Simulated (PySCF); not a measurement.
## A thermochemical cycle for HgB

r²SCAN in PySCF with def2-SVP on every atom (core potentials on Hg), for the lowest determinant that a PBE0 search found; no spin–orbit coupling. HgB, a doublet (π ↑), has De = 0.43 eV to neutral atoms, and HgB⁺, a singlet (closed shell), has De = 1.81 eV to Hg + B⁺.

At the same level the B atom ionises at 8.84 eV.

**Question.** What is the adiabatic ionisation energy of the molecule, and does ionisation strengthen or weaken the bond?

**Answer.** IE = IE(B) + De(neutral) − De(ion) = 8.84 + 0.43 − 1.81 = 7.46 eV. De changes by +1.38 eV, so ionisation strengthens the bond.

Weak bonds: HgB. Basis-set superposition, not corrected here, can be much of De in a small basis, most of all at correlated wavefunction levels. Spin–orbit coupling is left out, which matters for elements this heavy, above all for dissociation energies. For an ion De counts to the pair picked by the measured ionisation energies or electron affinities, which need not be the lowest pair at this level. States were picked by a PBE0 search and need not be the measured ground states.
